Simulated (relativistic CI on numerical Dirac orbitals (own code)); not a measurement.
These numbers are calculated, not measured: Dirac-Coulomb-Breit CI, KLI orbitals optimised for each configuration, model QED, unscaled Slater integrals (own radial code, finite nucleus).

CI space (outside the closed core [Ne]): 3s²3p⁶3d⁹, 3s²3p⁵3d¹⁰, 3s3p⁶3d¹⁰, 3s²3p⁶3d⁸4s, 3s²3p⁶3d⁸4p, 3s²3p⁶3d⁸4d, 3s²3p⁶3d⁸4f, 3s²3p⁴3d¹⁰4s, 3s²3p⁵3d⁹4s, 3s²3p⁶3d⁷4s², 3s²3p⁴3d¹⁰4p, 3s²3p⁵3d⁹4p, 3s²3p⁶3d⁷4s4p, 3s²3p⁶3d⁸5s, 3s²3p⁴3d¹⁰4d, 3s²3p⁶3d⁷4p², 3s3p⁵3d¹⁰4s, 3s²3p⁶3d⁸5p, 3s²3p⁶3d⁷4s4d, 3s²3p⁵3d⁹4d, 3s3p⁵3d¹⁰4p, 3s3p⁶3d⁹4s, 3s²3p⁶3d⁸5d, 3s²3p⁶3d⁷4p4d, 3s²3p⁶3d⁸5f, 3s²3p⁵3d⁸4s², 3s²3p⁶3d⁸5g, 3s3p⁶3d⁹4p, 3s3p⁵3d¹⁰4d, 3p⁶3d¹⁰4s, 3s²3p⁵3d⁹4f, 3s²3p⁶3d⁷4d², 3s²3p⁵3d⁸4s4p, 3s²3p⁶3d⁸6s, 3s²3p⁶3d⁸6p, 3p⁶3d¹⁰4p. Levels of other configurations are missing.

At this charge energies of transitions that change n are usually good to better than 1 %, and those within a shell (Δn = 0) to a few per cent.

Outline of the computed level scheme of Sn XXIV. Lowest level of each configuration: 3s²3p⁶3d⁹ ²D5/2 at 0.000 eV; 3s²3p⁵3d¹⁰ ²P°3/2 at 226.040 eV; 3s3p⁶3d¹⁰ ²S1/2 at 395.752 eV; 3s²3p⁶3d⁸4s ⁴F9/2 at 470.063 eV; 3s²3p⁶3d⁸4p ⁴D°7/2 at 515.258 eV.

Some strong electric-dipole decays among the lowest 45 levels: 3s²3p⁵3d¹⁰ ²P°1/2 → 3s²3p⁶3d⁹ ²D3/2 (9.2e+11 s⁻¹); 3s²3p⁶3d⁸4p ²P°3/2 → 3s²3p⁶3d⁹ ²D5/2 (8.7e+11 s⁻¹); 3s²3p⁶3d⁸4p ²D°5/2 → 3s²3p⁶3d⁹ ²D5/2 (8.4e+11 s⁻¹); 3s²3p⁶3d⁸4p ²D°5/2 → 3s²3p⁶3d⁹ ²D5/2 (6.7e+11 s⁻¹); 3s²3p⁶3d⁸4p ²F°7/2 → 3s²3p⁶3d⁹ ²D5/2 (6.7e+11 s⁻¹); 3s²3p⁵3d¹⁰ ²P°3/2 → 3s²3p⁶3d⁹ ²D5/2 (5.6e+11 s⁻¹); 3s²3p⁶3d⁸4p ⁴G°5/2 → 3s²3p⁶3d⁹ ²D5/2 (3.9e+11 s⁻¹); 3s3p⁶3d¹⁰ ²S1/2 → 3s²3p⁵3d¹⁰ ²P°3/2 (3.5e+11 s⁻¹).

LS names give the leading component of a level, which can be under half, so a name can repeat, a term be missing and a line seem to break the LS rules.
